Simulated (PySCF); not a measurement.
B⁺ (boron, charge +1) across methods

[He] 2s1 2p1, high-spin 3P determinant (an excited configuration). Computed with PySCF 2.14 in aug-cc-pV5Z, with the non-relativistic Hamiltonian (point nucleus).

```json
{"method": "PBE0", "E (hartree)": "-24.1574", "mean ε 1s β (eV)": "-199.89", "mean ε 2s α (eV)": "-22.147", "mean ε 2p α (eV)": "-16.276", "Σ⟨r²⟩ (bohr²)": "7.835", "⟨S²⟩": "2.000"}
{"method": "UHF", "E (hartree)": "-24.12253", "mean ε 1s β (eV)": "-220.97", "mean ε 2s α (eV)": "-26.701", "mean ε 2p α (eV)": "-20.591", "Σ⟨r²⟩ (bohr²)": "7.824", "⟨S²⟩": "2.000"}
{"method": "wB97X-V", "E (hartree)": "-24.1877", "mean ε 1s β (eV)": "-201.72", "mean ε 2s α (eV)": "-24.683", "mean ε 2p α (eV)": "-18.719", "Σ⟨r²⟩ (bohr²)": "7.923", "⟨S²⟩": "2.000"}
{"method": "HSE06", "E (hartree)": "-24.1611", "mean ε 1s β (eV)": "-199.47", "mean ε 2s α (eV)": "-21.704", "mean ε 2p α (eV)": "-15.881", "Σ⟨r²⟩ (bohr²)": "7.830", "⟨S²⟩": "2.000"}
{"method": "PBE", "E (hartree)": "-24.1474", "mean ε 1s β (eV)": "-192.61", "mean ε 2s α (eV)": "-20.505", "mean ε 2p α (eV)": "-14.745", "Σ⟨r²⟩ (bohr²)": "7.872", "⟨S²⟩": "2.000"}
{"method": "LDA", "E (hartree)": "-23.8883", "mean ε 1s β (eV)": "-190.70", "mean ε 2s α (eV)": "-20.398", "mean ε 2p α (eV)": "-14.561", "Σ⟨r²⟩ (bohr²)": "7.951", "⟨S²⟩": "2.000"}
{"method": "r2SCAN", "E (hartree)": "-24.1834", "mean ε 1s β (eV)": "-195.71", "mean ε 2s α (eV)": "-20.939", "mean ε 2p α (eV)": "-15.125", "Σ⟨r²⟩ (bohr²)": "7.795", "⟨S²⟩": "2.000"}
```

Task: Estimate the same row for MN15.

Result: E (hartree) = -24.1673; mean ε 1s β (eV) = -197.70; mean ε 2s α (eV) = -22.422; mean ε 2p α (eV) = -16.236; Σ⟨r²⟩ (bohr²) = 7.912; ⟨S²⟩ = 2.000.
